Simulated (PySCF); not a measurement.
# How methods differ on the excitation energy of S⁺

S⁺ [Ne] 3s2 3p3 (4S) → S⁺ [Ne] 3s2 3p2 3d1 (high-spin determinant), as a difference of total energies. All numbers are calculated (PySCF 2.14, scalar relativity by spin-free X2C-1e, in aug-cc-pVQZ-DK). Correlated levels: valence: [Ne] frozen. The calculations carry no spin-orbit coupling.

```
           method  excitation energy (eV)
              UHF                  14.621
    MP2 (valence)                  14.389
SCS-MP2 (valence)                  14.351
   CCSD (valence)                  14.450
CCSD(T) (valence)                  14.079
```

How much does correlation contribute at CCSD(T) (valence)?

14.079 − (14.621) = -0.542 eV, measured against UHF.

A first-order spin-orbit estimate (lowest level to lowest level, LS coupling) adds -0.039 eV.

The promoted electron is Rydberg-like, and one or two diffuse shells describe it only roughly, which tends to raise the upper state.

The coupled-cluster amplitudes are large for the upper state (T1 above 0.03 or a double amplitude above 0.15), so a single reference is strained.

The determinant of the upper state mixes LS terms, which raises its energy above the lowest term, most at the Hartree-Fock and MP2 levels.
